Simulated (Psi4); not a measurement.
Which level was it?

ReHO4 has 6 atoms, charge 0, and is taken as a singlet. SMILES: `[O]=[Re](=[O])(=[O])[OH]`. The shape was relaxed beforehand at PBE0/def2-TZVP.

```xyz
6

O    -0.0030   -0.8189    1.7140
Re   -0.0162   -0.4791    0.0546
O    -1.5007   -0.9865   -0.5840
O     1.2567   -1.2871   -0.7158
O     0.2230    1.3451   -0.2343
H    -0.3940    1.9925    0.1229
```

A calculation with Psi4 1.11 gave:

```
total energy  : -379.7507 Eh
dipole moment : 3.27 D
HOMO energy   : -9.75 eV
LUMO energy   : -2.86 eV
HOMO–LUMO gap : 6.88 eV
```

Task: Which of these levels gave the numbers?
A. wB97M-V/def2-TZVPP (density fitting, core potential)
B. PBE-D4/def2-TZVPP (density fitting, core potential)
C. r2SCAN-D4/def2-TZVPP (density fitting, core potential)
D. PBE0-D4/def2-TZVPP (density fitting, core potential)

Result: D. The others give -379.8880 Eh (wB97M-V/def2-TZVPP (density fitting, core potential)), -379.8666 Eh (PBE-D4/def2-TZVPP (density fitting, core potential)), -380.0070 Eh (r2SCAN-D4/def2-TZVPP (density fitting, core potential)).
